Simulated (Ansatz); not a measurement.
`PB1C[SiH2]1` + `N=C(F)F` → `FC(F)=NP` + `B1C[SiH2]1` at 298.15 K and 1 bar (cleavage of the P–B bond).

Isolated molecules relaxed with PBE0-D4/def2-TZVP in Ansatz; ΔE leaves out vibrations. CBS: MP2 limit from def2 TZ/QZ plus the TZ coupled-cluster correction, frozen cores. One conformer a species, not always the lowest.

| species | CCSD(T)/CBS energy (Eh) | H − E (kJ/mol) | S (J/(mol·K)) |
| --- | --- | --- | --- |
| `PB1C[SiH2]1` | -696.40651 | 185.7 | 328.9 |
| `N=C(F)F` | -292.91376 | 80.5 | 266.6 |
| `FC(F)=NP` | -634.44314 | 106.5 | 315.2 |
| `B1C[SiH2]1` | -354.85519 | 155.4 | 275.6 |

H − E and S are ideal-gas, rigid-rotor, harmonic terms from PBE0-D4/def2-TZVP, for one conformer and one mirror image of each species. 1 Eh = 2625.50 kJ/mol, R = 8.31446 J/(mol·K).

Problem. By hand: ΔE, ΔH, ΔS and ΔG.

Solution. ΔE = (-634.44314) + (-354.85519) − (-696.40651) − (-292.91376) = 0.02194 Eh = 57.6 kJ/mol. Δ(H − E) = 106.5 + 155.4 − 185.7 − 80.5 = -4.3, so ΔH = 53.3 kJ/mol. ΔS = 315.2 + 275.6 − 328.9 − 266.6 = -4.7 J/(mol·K). ΔG = 53.3 − 298.15 × (-4.7)/1000 = 54.7 kJ/mol.

Problem. By hand: the equilibrium constant, and the temperature at which ΔG would vanish if ΔH and ΔS stayed fixed.

Solution. log₁₀ K = −ΔG/(RT ln 10) = -9.6. ΔH and −TΔS have one sign here, so there is no such temperature.

The number of gas molecules stays the same, so ΔS is small and ΔH decides. A doubt of 5 kJ/mol in ΔE shifts log₁₀ K by 0.9 here. Other conformers and mirror images would add mixing entropy, several J/(mol·K) or more a flexible species. These are equilibria of isolated gas molecules and say nothing of rates. Largest T1 diagnostic: 0.017 (customary marks: 0.02 for closed shells, 0.045 for open ones).

ΔS is within the doubt of such terms, so its sign, and with it that verdict, could turn.
